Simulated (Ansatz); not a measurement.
Total energies of the cluster Li₅Si (the lowest doublet isomer of a short search) from Ansatz at PBE0-D4/def2-TZVP, gas phase (1 Eh = 27.2114 eV = 2625.5 kJ/mol). The reference geometry is relaxed at PBE-D4/def2-TZVP.

| atom | x (Å) | y (Å) | z (Å) |
| --- | --- | --- | --- |
| Li1 | 1.344 | 0.932 | -0.906 |
| Li2 | -1.026 | -1.021 | -1.927 |
| Li3 | 0.588 | 0.685 | 2.220 |
| Li4 | -1.699 | 1.711 | -0.104 |
| Li5 | 1.240 | -2.007 | 0.429 |
| Si6 | -0.447 | -0.301 | 0.288 |

| state | geometry | energy (Eh) |
| --- | --- | --- |
| charge 0 doublet | reference | -326.89316 |
| charge 1 singlet | reference | -326.75469 |
| free Li atom (doublet) | – | -7.46705 |
| free Si atom (triplet) | – | -289.24943 |

Question: Work out the vertical ionisation energy to the singlet.

Answer: E(charge 1 singlet) − E(charge 0 doublet) = -326.75469 − (-326.89316) = 0.13847 Eh = 3.77 eV. For comparison, −ε of the highest occupied level of the spin that leaves is 2.79 eV at this level, 0.98 eV less.

Question: What is the binding energy per atom against free atoms?

Answer: Atoms: 5 × (-7.46705) + 1 × (-289.24943) = -326.58468 Eh. Binding: -326.58468 − (-326.89316) = 0.30848 Eh = 8.39 eV, or 1.40 eV for each of 6 atoms (no zero-point energy, no counterpoise term).

The restricted singlet is unstable towards broken spin symmetry in Hartree–Fock (as tested in another run); at PBE0-D4/def2-TZVP this wasn't settled. 

The structure comes from a short search, and lower isomers may exist.
